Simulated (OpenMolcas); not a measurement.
An atom or ion with 24 electrons was computed by SS-CASPT2, IPEA 0.25 Eh, imaginary shift 0.1 Eh with spin-orbit coupling (OpenMolcas, ANO-RCC-VTZP, DKH2). The lowest levels that the run gave, each within 12 % of the measured value where one is at hand:

```json
{"J": "4", "Parity": "even", "E (cm-1)": "0.0", "g": "1.501"}
{"J": "3", "Parity": "even", "E (cm-1)": "609", "g": "1.501"}
{"J": "2", "Parity": "even", "E (cm-1)": "1028", "g": "1.501"}
{"J": "1", "Parity": "even", "E (cm-1)": "1295", "g": "1.501"}
{"J": "0", "Parity": "even", "E (cm-1)": "1426", "g": ""}
{"J": "2", "Parity": "even", "E (cm-1)": "23770", "g": "1.500"}
{"J": "6", "Parity": "even", "E (cm-1)": "24620", "g": "1.166"}
{"J": "5", "Parity": "even", "E (cm-1)": "24890", "g": "1.037"}
{"J": "4", "Parity": "even", "E (cm-1)": "25070", "g": "0.818"}
{"J": "1", "Parity": "even", "E (cm-1)": "25660", "g": "1.499"}
{"J": "4", "Parity": "even", "E (cm-1)": "26330", "g": "1.228"}
{"J": "0", "Parity": "even", "E (cm-1)": "26430", "g": ""}
```

Question: Which ion is it, and what are the configurations and terms?

Answer: Co3+ (Z = 27, charge +3; active space 6 electrons in 10 orbitals (3d 4d)). J, parity and g give the terms where levels are pure, and mixed ones are named by the computed weights; the size of the splittings, set against known spectra of the 24-electron sequence, gives the charge. In order, with the measured energies in cm-1 (Sugar and Corliss, J. Phys. Chem. Ref. Data 10, 1097 (1981)): 3d6 5D4, 3d6 5D3 (639), 3d6 5D2 (1078), 3d6 5D1, 3d6 5D0 (1494), 3d6 3P2(1) (22883), 3d6 3H6 (23680), 3d6 3H5 (24032), 3d6 3H4 (24272), 3d6 3P1(1) (24729), 3d6 3F4(1) (25396), 3d6 3P0(1) (25449).

CASPT2 breaks the degeneracy within a term, and the mean is taken; among the terms shown or strongly mixed into the levels shown the widest spread is 80 cm-1 (3d6 3F(1)). Active for correlation alone: 4d; no level in the range computed is led by a configuration that fills it, so any true level of that kind is missing. Computed and measured levels are paired by configuration, term and J; levels that our copy of the source lacks, or whose pairing is in doubt (as where it misses far off the trend of its configuration), stay unpaired and out of the deviations. Levels of configurations outside the active space are missing.

A number in round brackets counts repeated terms of one configuration in the order of the reference energies.
